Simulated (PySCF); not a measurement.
# A thermochemical cycle for SrF

MP2 in PySCF with def2-SVP on every atom (core potentials on Sr), for the lowest determinant that a PBE0 search found; no spin–orbit coupling. SrF, a doublet (σ ↑), has De = 5.23 eV to neutral atoms, and SrF⁺, a singlet (closed shell), has De = 5.34 eV to Sr⁺ + F.

The adiabatic ionisation energy of SrF, between the minima, is 5.30 eV.

Which ionisation energy of the Sr atom does this level give?

IE(Sr) = IE(molecule) + De(ion) − De(neutral) = 5.30 + 5.34 − 5.23 = 5.41 eV; the measured value is 5.695 eV (NIST ASD).

Correlated steps freeze 1 core orbital. Correlated levels converge slowly with the basis: in double zeta they bind strong bonds too weakly, by up to about 1 eV, and carry superposition errors of some tenths. For an ion De counts to the pair picked by the measured ionisation energies or electron affinities, which need not be the lowest pair at this level. Where the molecule has an RHF reference, its open-shell atoms are computed with UHF. States were picked by a PBE0 search and need not be the measured ground states.
